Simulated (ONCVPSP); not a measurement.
**What one change does to a pseudopotential (Pm (Z = 61), ONCV)**

* Element: promethium (Pm)
* Generator: ONCVPSP 4.0.1
* Type: optimised norm-conserving Vanderbilt (ONCV)
* Functional: Wu-Cohen
* Relativity: scalar-relativistic
* Frozen core: [Xe] 4f4
* Valence charge: 3
* Reference configuration: 5d1 6s1 (charge +1)
* Partial waves: 6s: rc 3.65 bohr, ncon 4, nbas 7, qcut 1.8 1/bohr, 2 projectors, debl 2.3 Ha; p scattering state at 0.1 Ha: rc 3.05 bohr, ncon 5, nbas 10, qcut 2.2 1/bohr, 1 projector; 5d: rc 3.55 bohr, ncon 4, nbas 8, qcut 4.8 1/bohr, 3 projectors, debl 0.6 Ha
* Local potential: polynomial inside 2.70 bohr (lpopt 4, dvloc0 1 Ha)
* Core correction: polynomial model core, fcfact 0.65

In the p channel the program set the typed energies aside and used 0.050 Ha.

All-electron outer shells of the reference configuration (Wu-Cohen, scalar-relativistic, ld1.x):

```csv
shell,level (eV),outermost node (bohr),outermost maximum (bohr)
4f,-13.66,–,0.62
6s,-8.89,1.69,3.37
5d,-8.57,0.85,2.02
```

Change: all radii but the core radius scaled by about 0.93 (s 3.38, p 2.84, d 3.30 bohr); local potential polynomial inside 2.50 bohr (lpopt 4, dvloc0 1 Ha).

Cutoffs: the cutoffs (Ha) at which the residual kinetic energy of the hardest occupied pseudo-wave falls to 1 and 0.1 mHa per electron; they do not see the model core or the augmentation charge, which bear on the density cutoff. Errors are all-electron minus pseudo energies relative to the spin-unpolarised reference configuration.

Problem. Predict the effect on cutoff, ghosts and configuration errors.

Solution. The potential gets neither clearly harder nor softer (6.6 Ha and 8.0 Ha → 6.8 Ha and 8.3 Ha); the lowest positive-energy flag moves from s at 53.8 eV to p at 12.4 eV; the errors of the 3 common tests hardly move; neither file shows a bound ghost.

| quantity | base | changed |
| --- | --- | --- |
| cutoff, loose | 6.6 Ha | 6.8 Ha |
| cutoff, tight | 8.0 Ha | 8.3 Ha |
| loose cutoff by channel | s 1.9 Ha, d 6.6 Ha | s 1.9 Ha, d 6.8 Ha |
| bound ghosts | none | none |
| GHOST(+) flags under 300 eV | s at 53.8 eV | p at 12.4 eV, s at 48.7 eV |
| tests counted as reliable (solved cleanly; for ONCVPSP, near-neutral configurations with less than one 5d electron left out) | 3 of 4 | 3 of 4 |
| error for 5d1 6s2, meV [ΔE -6.39 eV] | -5.0 | -5.2 |
| error for 5d1 6s0, meV [ΔE 11.49 eV] | -36 | -35 |
| error for 5d1 6s1.5, meV [ΔE -3.81 eV] | -1.6 | -1.7 |
| rms error of d²Exc/dni dnj with the model core, mHa | 1.44 | 1.39 |

Base: The cutoffs count occupied waves only; projector 1 of the p channel, the hardest unoccupied one, needs 22 Ha at the loose tolerance. Tests not counted: 5d0 6s2 (all-electron energy unsafe for a near-neutral lanthanide with less than one 5d electron, printed error -80 meV). Changed file: Tests not counted: 5d0 6s2 (all-electron energy unsafe for a near-neutral lanthanide with less than one 5d electron, printed error -93 meV).
